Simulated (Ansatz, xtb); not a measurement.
**Two isomers of C4H3ClN2S**

Structure I: `C=Cc1nsc(Cl)n1`, a singlet. Structure II: `C=C(Cl)c1ncns1`, a singlet. Both are isolated molecules in the gas phase, relaxed with r2SCAN-D4/def2-SVP; the shapes shown needn't be the lowest conformers.

I (Å):

```xyz
11

C     0.0487   -1.2547   -4.0431
C    -0.9391   -1.4074   -3.1481
C    -0.8171   -1.0326   -1.7436
C     0.1922   -0.2486    0.0130
Cl    1.3870    0.4297    1.0292
N    -1.8407   -1.2153   -0.9182
N     0.3468   -0.4883   -1.2495
S    -1.3924   -0.6948    0.5956
H     1.0116   -0.8307   -3.7442
H    -0.0867   -1.5498   -5.0866
H    -1.9099   -1.8293   -3.4247
```

II (Å):

```yaml
atoms:
  - { symbol: C, position_ang: [-0.0777, -1.0909, -4.1365] }
  - { symbol: C, position_ang: [-0.9437, -1.3099, -3.1359] }
  - { symbol: C, position_ang: [-0.6637, -1.0034, -1.7366] }
  - { symbol: C, position_ang: [0.3781, -0.3309, 0.0488] }
  - { symbol: Cl, position_ang: [-2.5225, -1.9982, -3.4239] }
  - { symbol: N, position_ang: [0.4603, -0.4813, -1.2974] }
  - { symbol: N, position_ang: [-0.7167, -0.6930, 0.6905] }
  - { symbol: S, position_ang: [-1.7876, -1.2871, -0.4353] }
  - { symbol: H, position_ang: [0.8956, -0.6579, -3.8949] }
  - { symbol: H, position_ang: [-0.3285, -1.3354, -5.1698] }
  - { symbol: H, position_ang: [1.2178, 0.0909, 0.6103] }
```

Quicker runs give these differences E(II) − E(I): GFN2-xTB −5.28 kJ/mol; HF/STO-3G −9.55 kJ/mol (at GFN2-xTB geometries); r2SCAN-D4/def2-SVP//GFN2-xTB −5.78 kJ/mol.

**Question.** Estimate E(II) − E(I) at the level CCSD(T)/def2-SVP + ΔMP2/def2-TZVPP.

**Answer.** Too close to call at this level: CCSD(T)/def2-SVP + ΔMP2/def2-TZVPP gives E(II) − E(I) = −5.67 kJ/mol.

The same difference at several levels:

```tsv
level	geometry	E(II) − E(I) (kJ/mol)	departure from the last row (kJ/mol)	job, with rough time for the two
GFN2-xTB	GFN2-xTB	−5.28	+0.39	optimisation, 0.14 s
HF/STO-3G	GFN2-xTB	−9.55	−3.88	single point, 0.38 s
r2SCAN-D4/def2-SVP//GFN2-xTB	GFN2-xTB	−5.78	−0.11	single point, 3.6 s
r2SCAN-D4/def2-SVP	r2SCAN-D4/def2-SVP	−5.81	−0.14	optimisation, 31 s
HF/def2-SVP	r2SCAN-D4/def2-SVP	+0.52	+6.19	part of the CCSD(T) run
MP2/def2-SVP	r2SCAN-D4/def2-SVP	−5.41	+0.26	part of the CCSD(T) run
CCSD(T)/def2-SVP	r2SCAN-D4/def2-SVP	−4.37	+1.30	single point
CCSD(T)/def2-SVP + ΔMP2/def2-TZVPP	r2SCAN-D4/def2-SVP	−5.67		single point, 53 s
```

As drawn, both hold the same kinds of bond in the same numbers.

HF/def2-SVP finds them nearly level. The largest departure from CCSD(T)/def2-SVP + ΔMP2/def2-TZVPP is that of HF/def2-SVP, 6.19 kJ/mol. The last row adds to CCSD(T) the change of the MP2 difference between the two basis sets, here −1.30 kJ/mol.

With thermal terms from frequencies at re-optimised GFN2-xTB minima (ideal gas, soft modes damped towards free rotors, one conformer each, 298.15 K, 1 atm): on the last row, ΔE + ΔZPE = −5.66, ΔH = −6.01, ΔG = −5.49 kJ/mol.

The correlated steps freeze 16 core orbitals. Programs: Ansatz 0.2.0, xtb 6.7.1; the last row on 4 threads of Arm Neoverse V2 on a shared host.
